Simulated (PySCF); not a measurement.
C2H5F2GeN (SMILES C=[CH][Ge]([NH2])([F])[F]), singlet, geometry from GFN2-xTB.

Here is a job for PySCF.
```python
from pyscf import gto, scf, mcscf, mrpt
import numpy

mol = gto.Mole()
mol.atom = '''
    C    -2.401662   -0.929804   -0.683340
    C    -1.689937    0.140922   -0.384120
    Ge    0.219405    0.078522    0.042038
    N     1.222072   -1.343470   -0.437137
    F     0.947080    1.600443   -0.485863
    F     0.501178    0.196983    1.756853
    H    -1.961648   -1.913341   -0.716570
    H    -3.456385   -0.863587   -0.904249
    H    -2.134565    1.125406   -0.350443
    H     2.090408   -1.433446    0.074627
    H     1.402022   -1.466999   -1.422771
'''
mol.basis = 'sto-3g'
mol.charge = 0
mol.spin = 0
mol.verbose = 4
mol.build()

mf = scf.RHF(mol)
mf.kernel()
mc = mcscf.CASSCF(mf, 6, 6)
mc.fix_spin_(ss=0.0)
mc.kernel()
occ = numpy.linalg.eigvalsh(mc.fcisolver.make_rdm1(mc.ci, mc.ncas, mc.nelecas))[::-1]
ss = mc.fcisolver.spin_square(mc.ci, mc.ncas, mc.nelecas)[0]
print('natural occupations', occ.round(4), ' <S^2>', round(ss, 4))
e2 = mrpt.NEVPT(mc).kernel()
print('E(NEVPT2) = %.10f' % (mc.e_tot + e2))
```

### Question
Predict the SCF-reference dipole moment from PySCF with CASSCF(6,6)+NEVPT2/STO-3G.

### Answer
1.78 D

### Question
Estimate the NEVPT2 correction that CASSCF(6,6)+NEVPT2/STO-3G returns for this input.

### Answer
-0.1646 Eh

### Question
Give the SCF-reference Mulliken (on the basis functions themselves) charges in atom order at the level CASSCF(6,6)+NEVPT2/STO-3G.

### Answer
C1 -0.12, C2 -0.24, Ge3 1.10, N4 -0.61, F5 -0.32, F6 -0.32, H7 0.07, H8 0.07, H9 0.06, H10 0.16, H11 0.15

### Question
Give the total energy at the level CASSCF(6,6)+NEVPT2/STO-3G.

### Answer
-2379.537097 Ha
